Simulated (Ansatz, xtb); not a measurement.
Species: sum formula YOCl, charge 0, multiplicity 1. SMILES: [Cl][Y]=[O]
Geometry from a B3LYP-D3(BJ)/def2-TZVP (Ansatz, a program for electronic structure) optimisation:
```
Y
O 1 1.8123
Cl 1 2.5198 2 118.28
```
Charge 0, spin multiplicity 1.

Harmonic wavenumbers from GFN2-xTB (xtb, at its own minimum), cm⁻¹: 142, 236, 489.

Q: Give the harmonic wavenumbers at B3LYP-D3(BJ)/def2-TZVP (Ansatz, finite differences of forces, unscaled).

A: 129, 328, 854 cm⁻¹. Zero-point energy 1.9 kcal/mol.

Q: From these and the geometry, give the ideal-gas thermochemistry at 298.15 K and 1 atm (rigid rotor, harmonic oscillator).

A: Point group Cs, rotational symmetry number 1. Rotational constants 17.72, 2.48, 2.176 GHz. S(trans) 40.73, S(rot) 25.62, S(vib) 4.39, S(elec, spin only) 0.00, S 70.7 cal/(mol K). H(298) - H(0) 3.08 kcal/mol; G - E(el) -16.1 kcal/mol.
